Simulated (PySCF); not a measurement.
## How methods differ on the excitation energy of B

B [He] 2s2 2p1 (2P) → B [He] 2s1 2p1 3d1 (high-spin determinant), as a difference of total energies. Calculation: PySCF 2.14, in aug-cc-pV5Z (7s6p5d4f3g2h, 127 functions); the non-relativistic Hamiltonian (point nucleus). Correlated levels: valence: 1s2 frozen. The calculations carry no spin-orbit coupling.

| method | excitation energy (eV) |
| --- | --- |
| UHF | 10.260 |
| LDA | 11.196 |
| PBE | 10.991 |
| PBE0 | 11.078 |
| r2SCAN | 10.974 |
| MN15 | 11.875 |
| wB97X-V | 11.666 |
| HSE06 | 11.038 |
| MP2 (valence) | 11.409 |
| SCS-MP2 (valence) | 11.701 |

Question: How much does correlation contribute at MP2 (valence)?

Answer: 11.409 − (10.260) = 1.149 eV, measured against UHF.

The upper state lies above the first ionisation limit, but in LS coupling its spin forbids autoionisation to the ground ion. A Rydberg-like electron needs more diffuse functions than a valence basis has.

The promoted electron is Rydberg-like, and one or two diffuse shells describe it only roughly, which tends to raise the upper state.

In the upper state the promoted electron has a positive orbital energy at MN15, so the basis confines it.

The determinant of the upper state mixes LS terms, which raises its energy above the lowest term, most at the Hartree-Fock and MP2 levels.
